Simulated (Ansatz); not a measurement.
`[OH][GeH]1[BH][O]1` and `[OH][GeH]1[O][AlH]1` differ in one element.

Ansatz, PBE0-D4/def2-TZVP geometries, multiplicity 1. Each molecule was computed in one conformer, which needn't be the lowest.

Scalar relativity is left out up to krypton.

| property | `[OH][GeH]1[BH][O]1` |
| --- | --- |
| LUMO energy (PBE/def2-TZVPP) / eV | -2.04 |
| size of the dipole moment (ωB97M-V/def2-TZVPP) / D | 1.55 |
| HOMO–LUMO gap (B3LYP/def2-TZVPP) / eV | 5.47 |
| LUMO energy (PBE0/def2-TZVPP) / eV | -1.26 |
| size of the dipole moment (PBE/def2-TZVPP) / D | 1.31 |
| LUMO energy (B3LYP/def2-TZVPP) / eV | -1.50 |

**Question.** Give the same properties after the change, and the shifts. (Estimate.)

**Answer.** Computed: 
```
                                          property  `[OH][GeH]1[O][AlH]1`  shift
                 LUMO energy (PBE/def2-TZVPP) / eV                  -2.39  -0.35
size of the dipole moment (ωB97M-V/def2-TZVPP) / D                   3.33   1.78
             HOMO–LUMO gap (B3LYP/def2-TZVPP) / eV                   4.45  -1.02
                LUMO energy (PBE0/def2-TZVPP) / eV                  -1.67  -0.41
    size of the dipole moment (PBE/def2-TZVPP) / D                   2.82   1.51
               LUMO energy (B3LYP/def2-TZVPP) / eV                  -1.86  -0.36
```

With PBE0 the HOMO rises by 0.64 eV and the LUMO falls by 0.41 eV, so the gap narrows by about 1.05 eV. PBE moves the HOMO by 0.64 eV and ωB97M-V by 0.71 eV. Dipoles are sizes alone; their direction can turn.

B3LYP here is the variant with VWN-RPA as its local correlation; programs differ in this.
